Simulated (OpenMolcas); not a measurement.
## Re4+: moving or changing the point charges

Re4+ among 6 point charges of -1.7 e arranged as a tetragonal octahedron (D4h), 1.88 Å from the ion, with the axial distance 1.824 Å.
```
   1.8800    0.0000    0.0000  -1.70
   0.0000    1.8800    0.0000  -1.70
  -1.8800    0.0000    0.0000  -1.70
   0.0000   -1.8800    0.0000  -1.70
   0.0000    0.0000    1.8236  -1.70
   0.0000    0.0000   -1.8236  -1.70
```

- Program: OpenMolcas 26.06
- Method: CASSCF
- Basis: ANO-RCC-VTZP [8s7p5d3f2g1h]
- Scalar Hamiltonian: DKH2, point nucleus
- Active space: 3 electrons in 5 orbitals (5d)
- State averaging: 2S+1 = 4 even, 10 roots; 2S+1 = 2 even, 40 roots
- Spin-orbit coupling: state interaction with AMFI integrals over the reference wave functions

Runs around this geometry, states (labels of D4, the rotations of D4h). Energies in cm-1 above the lowest state or level, χT in cm3 K/mol.

```tsv
R (Å)	q (e)	Axial / equatorial distance	Ground state	First state of that spin	First gap with spin-orbit (degeneracies)	χT at 300 K	First state of another spin
1.88	-0.85	0.97	4B1	4B2 7187	143.7 (2, 2)	0.305	2B1 15734
1.88	-1.7	0.97	4B1	4B2 14433	95.2 (2, 2)	0.759	2B1 15713
2.01	-1.7	0.97	4B1	4B2 10453	131.7 (2, 2)	0.522	2B1 15777
1.88	-1.7	1.05	4B1	4E 12482	169.2 (2, 2)	0.649	2A1 15734
```

Taking the first state of the same spin as R^-n, n = -ln(10453 / 14433) / ln(2.01 / 1.88) = 4.8 between the shortest and longest distance.

Scaling the charges by -0.85 / -1.7 = 0.50 scales the first state of the same spin by 7187 / 14433 = 0.50; with fixed orbitals a first-order splitting would follow the charge.

Without dynamic correlation the repulsion within the d shell is too large (B by tens of per cent), so at a given field states of lower spin stand too high. Spin-orbit coupling mixes the spin-free states strongly: the lowest level takes only 63 % from its leading state, 4B1 (holds for R = 1.88, q = -0.85, ratio = 0.97). Point charges carry no covalency, so the field is a model and not that of real ligands. No measured value stands beside these numbers.
